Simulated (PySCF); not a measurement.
C3H3N2, SMILES c1[nH][c]cn1, multiplicity 2. Geometry optimised at r2SCAN-D4/def2-SVP. The isomer is the one that the SMILES or the coordinates give; other isomers of the formula were not compared.

Computed with r2SCAN-D4/def2-SVP run with PySCF.

Harmonic wavenumbers (cm⁻¹): 508, 589, 687, 775, 817, 856, 931, 1077, 1115, 1187, 1242, 1338, 1420, 1453, 1530, 3246, 3274, 3641. Rotational constants (GHz): 10.86, 9.339, 5.021; symmetry number 1.

**Question.** Work out the zero-point energy and the ideal-gas rigid-rotor harmonic-oscillator thermochemistry at 298.15 K and 1 atm.

**Answer.** ZPE = ½ Σ hcν = ½ × 25688 cm⁻¹ = 153.65 kJ/mol. H − E(el) = 165.88 kJ/mol. Entropy in J/(mol K): translation 161.20, rotation 100.25, vibration 10.08, spin 5.76, total 277.30. G − E(el) = 83.21 kJ/mol. Cp = 61.80 J/(mol K).
